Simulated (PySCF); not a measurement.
BClH, SMILES [BH]Cl (connectivity only; charge and spin as stated), charge +1, multiplicity 1.

The structure is a stationary point at TPSSh-D3(BJ)/def2-TZVPD. The spin state was assumed, not searched. The isomer is the one that the SMILES or the coordinates give; other isomers of the formula were not compared.

Two levels are set side by side: TDDFT-PBE/def2-TZVPD (PySCF) and EOM-CCSD/aug-cc-pVDZ (PySCF). Vertical, same geometry; the bases differ. Differences are taken from unrounded values.

```tsv
quantity	EOM-CCSD
lowest singlet excitation (eV)	7.51
lowest triplet excitation (TDA for PBE) (eV)	6.59
```

Problem. What does TDDFT-PBE give, and how far is it from EOM-CCSD? (The exact figures need the calculation; the answer reports its results.)

Solution. 
```json
[
 {"quantity": "lowest singlet excitation (eV)", "TDDFT-PBE": "6.85", "TDDFT-PBE minus EOM-CCSD": "-0.66"},
 {"quantity": "lowest triplet excitation (TDA for PBE) (eV)", "TDDFT-PBE": "5.89", "TDDFT-PBE minus EOM-CCSD": "-0.70"}
]
```

A lower first singlet is the usual sign of a functional without exact exchange. Differences between two approximate levels are no errors against the true value.

Rough cost on one machine, each run with all the roots and properties that it gave: EOM-CCSD against TDDFT-PBE about 2 times.
